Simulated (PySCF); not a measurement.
C₆ coefficients of unlike pairs at PBE

Calculated with PySCF 2.14 from the dipole response of each species, C₆(A,B) = (3/π) ∫ α_A(iu) α_B(iu) du, in atomic units, from isotropic polarisabilities. For ions this is the dispersion term alone; charge-induced terms of lower order in 1/R come first.

| species | configuration | basis | relativity | α (bohr³) | C₆ (like pair) |
| --- | --- | --- | --- | --- | --- |
| Si³⁺ | [Ne] 3s1 (2S) | dyall-acv3z (19s12p6d4f) | none | 7.086 | 13.29 |
| Ge⁺ | [Ar] 3d10 4s2 4p1 (2P) | def2-QZVPPD (12s7p5d4f1g) | none | 19.47 | 113.8 |
| Cr²⁺ | [Ar] 3d4 (5D) | aug-cc-pVQZ-DK (9s8p6d4f3g2h) | spin-free X2C | 4.646 | 13.91 |
| Nb³⁺ | [Kr] 4d2 (3F) | def2-QZVPPD with the def2 core potential (28 electrons) (7s5p4d3f2g) | core potential | 6.070 | 26.04 |

Q: Estimate C₆ for Cr²⁺ with Ge⁺.

A: The integral gives 36.80. The combination rule 2 C_A C_B / (C_A α_B/α_A + C_B α_A/α_B) gives 37.05 and the geometric mean 39.78.

No spin-orbit coupling is included.

The other pairs:

| pair | C₆ |
| --- | --- |
| Nb³⁺, Ge⁺ | 50.17 |
| Nb³⁺, Si³⁺ | 16.65 |
| Cr²⁺, Si³⁺ | 12.25 |
| Ge⁺, Si³⁺ | 38.78 |
| Nb³⁺, Cr²⁺ | 18.99 |
